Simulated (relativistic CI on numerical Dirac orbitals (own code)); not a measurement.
**Fe3+ in a cubic cluster: L2,3 absorption with charge transfer**

Computed with a charge-transfer multiplet model of a cubic metal-ligand cluster with up to 2 ligand holes, Slater and spin-orbit integrals from Dirac-Coulomb-Breit ions, Slater integrals scaled by 0.7. The parameters are those of a tetrahedral site (10Dq negative, t2 hopping the larger). The ground state mixes d5 with configurations of k ligand holes L, whose averages lie at kΔ + k(k − 1)U_dd/2; a core hole lowers each added d electron by U_cd. 20 K, Lorentzian 0.4 eV and Gaussian 0.3 eV FWHM.

Atomic integrals in eV (Slater integrals scaled, ζ unscaled), ground: F2dd 8.389, F4dd 5.243, zeta_d 0.056; with the core hole: F2dd 8.932, F4dd 5.587, zeta_d 0.075, zeta_core 8.130, F2cd 5.236, G1cd 3.950, G3cd 2.245.

Cluster parameters (eV): Δ = 2.8, U_cd = 7.7, 10Dq = -0.45, 10Dq(ligand) = 0, V(eg) = 0.8, V(t2g) = -1.36, final-state hopping factor = 1.

```
         Case   n_d    d5   d6L  d7L2     S
U_dd = 5.9 eV  5.19  0.82  0.18  0.01  2.50
U_dd = 6.6 eV  5.19  0.82  0.18  0.01  2.50
  U_dd = 8 eV  5.18  0.82  0.17  0.01  2.50
```

Weights, n_d and S are thermal averages at 20 K. Photon energies count from the first peak over 30 % of the highest in each spectrum, which can be another peak from case to case. The parameters are a model scan and need not match a compound or its usual spin state. Peaks in eV (height, largest 100):
- U_dd = 5.9 eV: -1.5 (9), 0.0 (100), 0.8 (45), 2.1 (10), 3.0 (10), 3.6 (9), 11.8 (12), 12.4 (17), 13.8 (26)
- U_dd = 6.6 eV: -1.5 (9), 0.0 (100), 1.0 (44), 2.4 (9), 3.3 (10), 11.8 (12), 12.4 (17), 13.9 (26)
- U_dd = 8 eV: 0.0 (100), 1.1 (42), 3.1 (9), 3.6 (9), 12.4 (17), 13.9 (27)

Curve for U_dd = 6.6 eV (points under 2 left out, the grid thinned):

```tsv
E (eV)	Intensity
-2.4	2.1
-2.1	3.5
-1.8	7.2
-1.5	9.0
-1.2	9.8
-0.9	16.9
-0.7	25.8
-0.4	52.5
-0.1	94.2
0.2	87.8
0.5	45.5
0.8	40.5
1.1	39.9
1.4	22.0
1.7	11.8
2.0	8.8
2.3	8.6
2.5	8.8
2.8	7.8
3.1	8.8
3.4	9.3
3.7	7.6
4.0	7.3
4.3	6.0
4.6	4.8
4.9	4.4
5.2	4.0
5.5	3.4
5.7	2.8
11.1	2.3
11.4	5.4
11.7	11.3
12.0	11.7
12.3	16.6
12.6	13.8
12.9	11.1
13.2	14.0
13.5	22.4
13.8	25.9
14.0	24.2
14.3	11.1
14.6	5.3
14.9	3.5
15.2	2.7
15.5	2.1
```

For the case U_dd = 5.9 eV, Δ = 2.8 eV is smaller than U_dd = 5.9 eV, the charge-transfer side of the Zaanen-Sawatzky-Allen scheme. With the core hole the configuration with one ligand hole lies at Δ + U_dd − U_cd = 1.0, 1.7, 3.1 eV from the one without, in the order of the table; where this is negative the screened configuration lies lower, though the effective hopping of about 2.6 eV (from the holes of the mixed ground state) mixes the two strongly wherever it is as large as the gap.
